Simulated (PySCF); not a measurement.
A GIAO shielding run with PySCF (density fitting, non-relativistic, gas phase) on SMILES C(C)#C[P@](=O)(O)CCCC, C7H13O2P:

```
$ OMP_NUM_THREADS=1 python probes_run.py task.json out

{"job": {"kind": "nmr", "xc": "PBE0", "basis": "pcSseg-1"}, "charge": 0, "multiplicity": 1}
C      4.909449    -0.739455    -0.499015
C      3.554132    -0.292332    -0.289641
C      2.422802     0.067949    -0.095272
P      0.761000     0.652943     0.113206
O      0.373128     1.727373    -0.809077
O      0.715012     1.159194     1.645276
C     -0.220869    -0.894422     0.163891
C     -1.675117    -0.648145     0.545585
C     -2.449260     0.077802    -0.551263
C     -3.892006     0.342090    -0.138309
H      5.168628    -0.649446    -1.553140
H      5.593547    -0.128875     0.088995
H      5.009500    -1.780625    -0.194159
H      0.622736     2.113426     1.629041
H     -0.146100    -1.364303    -0.818672
H      0.264570    -1.545236     0.893067
H     -1.705999    -0.055795     1.463773
H     -2.157360    -1.608135     0.755435
H     -1.954019     1.021942    -0.775850
H     -2.435904    -0.528006    -1.460597
H     -4.425722     0.858224    -0.932325
H     -3.926896     0.960986     0.755759
H     -4.410004    -0.591711     0.073371
```

Hardware: 1 thread of an Arm Neoverse V2, shared host. The job also computes population analyses, field gradients.

Q: How large is the calculation?

A: 86 electrons, 242 basis functions and 1274 auxiliary functions.

Q: How long does it take, and how much memory does it need?

A: 52 s of wall time, with 15 SCF cycles and 5 response iterations; peak memory 1.1 GiB. Times on a shared host scatter by some tens of per cent.
